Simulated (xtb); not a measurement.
C4H5 (SMILES [CH-]=C1CC1), charge -1, singlet, geometry from GFN2-xTB; GFN1-xTB in xtb.

xtb was given this input:
```
$ xtb mol.xyz --gfn 1 --chrg -1 --ohess --json

# file mol.xyz
9

C     -0.00477750    -0.00846867     0.42733059
C     -0.00174017    -0.76951404    -0.83385328
C      0.02025666     0.75423460    -0.88448337
C     -0.02048610    -0.11308971     1.73328716
H     -0.90781767    -1.26894023    -1.19210447
H      0.89751813    -1.29434815    -1.17242457
H      0.93628317     1.22602460    -1.25140807
H     -0.87391678     1.25150097    -1.27114099
H     -0.01158415     0.90678977     2.23339151
```

Task: Predict the main parts of the log of this xtb run.

Result: 
```
   ID    Z sym.   atoms
    1    6 C      1-4
    2    1 H      5-9

           -------------------------------------------------
          |                Calculation Setup                |
           -------------------------------------------------

           -------------------------------------------------
          |                 G F N 1 - x T B                 |
           -------------------------------------------------

          ...................................................
          :                      SETUP                      :
          :.................................................:
          :  # basis functions                  26          :
          :  # atomic orbitals                  26          :
          :  # shells                           18          :
          :  # electrons                        22          :
          :  # halogen bonds                     0          :
          :  max. iterations                   250          :
          :  Hamiltonian                  GFN1-xTB          :
          :  restarted?                      false          :
          :  GBSA solvation                  false          :
          :  PC potential                    false          :
          :  electronic temp.          300.0000000     K    :
          :  accuracy                    1.0000000          :
          :  -> integral cutoff          0.2500000E+02      :
          :  -> integral neglect         0.1000000E-07      :
          :  -> SCF convergence          0.1000000E-05 Eh   :
          :  -> wf. convergence          0.2000000E-04 e    :
          :  Broyden damping             0.4000000          :
          :  net charge                         -1          :
          :  unpaired electrons                  0          :
          ...................................................

 iter      E             dE          RMSdq      gap      omega  full diag
   1    -11.3307432 -0.113307E+02  0.984E+00    4.39       0.0  T
   2    -11.3851619 -0.544187E-01  0.576E+00    3.90       1.0  T
   3    -11.3853985 -0.236683E-03  0.142E+00    3.99       1.0  T
   4    -11.3856488 -0.250270E-03  0.864E-02    3.95       1.0  T
   5    -11.3856607 -0.118699E-04  0.258E-02    3.95       1.3  T
   6    -11.3856612 -0.540253E-06  0.240E-03    3.95      13.9  T
   7    -11.3856612 -0.630476E-08  0.526E-04    3.95      63.4  T
   8    -11.3856612 -0.685098E-09  0.712E-05    3.95     468.1  T
   9    -11.3856612 -0.219735E-11  0.212E-05    3.95    1570.3  T

   *** convergence criteria satisfied after 9 iterations ***

         :::::::::::::::::::::::::::::::::::::::::::::::::::::
         ::                     SUMMARY                     ::
         :::::::::::::::::::::::::::::::::::::::::::::::::::::
         :: total energy             -11.213906682342 Eh    ::
         :: gradient norm              0.032443049711 Eh/a0 ::
         :: HOMO-LUMO gap              3.950182861852 eV    ::
         ::.................................................::
         :: SCC energy               -11.385661233669 Eh    ::
         :: -> electrostatic           0.130081249801 Eh    ::
         :: repulsion energy           0.174048585557 Eh    ::
         :: dispersion energy         -0.002294034231 Eh    ::
         :: halogen bond corr.         0.000000000000 Eh    ::
         :: add. restraining           0.000000000000 Eh    ::
         :: total charge              -1.000000000000 e     ::
         :::::::::::::::::::::::::::::::::::::::::::::::::::::

      -----------------------------------------------------------
     |                   =====================                   |
     |                        A N C O P T                        |
     |                   =====================                   |
     |               Approximate Normal Coordinate               |
     |                Rational Function Optimizer                |
[...]
 * total energy  :   -11.2139067 Eh     change       -0.6572520E-13 Eh
 * total energy  :   -11.2149326 Eh     change       -0.1025939E-02 Eh
 * total energy  :   -11.2151210 Eh     change       -0.1883730E-03 Eh
 * total energy  :   -11.2151289 Eh     change       -0.7880307E-05 Eh
 * total energy  :   -11.2151313 Eh     change       -0.2428665E-05 Eh
   *** GEOMETRY OPTIMIZATION CONVERGED AFTER 5 ITERATIONS ***
         :: total energy             -11.215131303271 Eh    ::
[...]
   9: 14.14  10: 67.95  11:  0.04  12: 27.56  13:  9.84  14: 13.61  15:  0.38  16: 34.83
  17: 92.62  18:  0.01  19:  5.29  20:  0.43  21:  0.32  22:248.35  23:121.81  24: 87.65
  25: 68.42  26: 16.29  27:119.75
 Raman intensities (Ä⁴*amu⁻¹)
   1:  0.00   2:  0.00   3:  0.00   4:  0.00   5:  0.00   6:  0.00   7:  0.00   8:  0.00
   9:  0.00  10:  0.00  11:  0.00  12:  0.00  13:  0.00  14:  0.00  15:  0.00  16:  0.00
  17:  0.00  18:  0.00  19:  0.00  20:  0.00  21:  0.00  22:  0.00  23:  0.00  24:  0.00
  25:  0.00  26:  0.00  27:  0.00
 output can be read by thermo (or use thermo option).
 writing <g98.out> molden fake output.
 recommended (thermochemical) frequency scaling factor: 1.0
           -------------------------------------------------
          |             Thermodynamic Functions             |
           -------------------------------------------------

cs  symmetry found (for desy threshold:  0.10E+00) used in thermo

          ...................................................
          :                      SETUP                      :
          :.................................................:
          :  # frequencies                          21      :
          :  # imaginary freq.                       0      :
          :  linear?                             false      :
          :  only rotor calc.                    false      :
          :  symmetry                               cs      :
          :  rotational number                       1      :
          :  scaling factor                  1.0000000      :
          :  rotor cutoff                   50.0000000 cm⁻¹ :
          :  imag. cutoff                  -20.0000000 cm⁻¹ :
          :.................................................:

    mode    ω/cm⁻¹     T·S(HO)/kcal·mol⁻¹    T·S(FR)/kcal·mol⁻¹   T·S(vib)
   ------------------------------------------------------------------------
   ------------------------------------------------------------------------

   temp. (K)  partition function   enthalpy   heat capacity  entropy
                                   cal/mol     cal/K/mol   cal/K/mol   J/K/mol
 298.15  VIB   1.74                  830.568      8.656      3.887
         ROT  0.298E+05              888.752      2.981     23.456
         INT  0.519E+05             1719.320     11.637     27.343
         TR   0.374E+27             1481.254      4.968     37.813
         TOT                        3200.5742    16.6051    65.1565   272.6149

       T/K    H(0)-H(T)+PV         H(T)/Eh          T*S/Eh         G(T)/Eh
   ------------------------------------------------------------------------
    298.15    0.510044E-02    0.748102E-01    0.309580E-01    0.438522E-01
   ------------------------------------------------------------------------

         :::::::::::::::::::::::::::::::::::::::::::::::::::::
         ::                  THERMODYNAMIC                  ::
         :::::::::::::::::::::::::::::::::::::::::::::::::::::
         :: total free energy         -11.171279081714 Eh   ::
         ::.................................................::
         :: total energy              -11.215131303271 Eh   ::
         :: zero point energy           0.069709748352 Eh   ::
         :: G(RRHO) w/o ZPVE           -0.025857526795 Eh   ::
         :: G(RRHO) contrib.            0.043852221557 Eh   ::
         :::::::::::::::::::::::::::::::::::::::::::::::::::::

optimized geometry written to: xtbopt.xyz

           -------------------------------------------------
          | TOTAL ENERGY              -11.215131303271 Eh   |
          | TOTAL ENTHALPY            -11.140321115297 Eh   |
          | TOTAL FREE ENERGY         -11.171279081714 Eh   |
          | GRADIENT NORM               0.000703868512 Eh/α |
          | HOMO-LUMO GAP               3.914079457788 eV   |
           -------------------------------------------------

normal termination of xtb
```
